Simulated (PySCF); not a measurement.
**P+ (phosphorus, charge +1) across methods**

[Ne] 3s2 3p1 4s1, high-spin 3P determinant (an excited configuration). All numbers are calculated (PySCF 2.14, the spin-free X2C one-electron Hamiltonian (Gaussian nucleus), in aug-cc-pVDZ-DK (5s4p2d, 27 functions)).

```
 method  E (hartree)  mean ε 3s β (eV)  mean ε 3p α (eV)  mean ε 4s α (eV)  Σ⟨r²⟩ (bohr²)   ⟨S²⟩
    PBE    -341.1480           -26.899           -18.867            -7.229          38.77  2.003
    UHF   -340.77216           -30.916           -23.857            -8.634          40.01  2.011
 r2SCAN    -341.2610           -27.117           -19.260            -7.206          38.82  2.007
   TPSS    -341.3181           -26.864           -19.114            -7.176          38.72  2.004
   PBE0    -341.1731           -28.217           -20.284            -7.682          39.10  2.004
    LDA    -340.0155           -27.107           -18.758            -7.265          38.79  2.001
LC-wPBE    -341.1831           -31.318           -23.295            -9.034          39.49  2.005
  B97-3    -341.2629           -28.395           -20.215            -7.607          39.23  2.003
```

The outer electron is Rydberg-like, and this basis confines it to a smaller radius and binds it less than a complete one would.
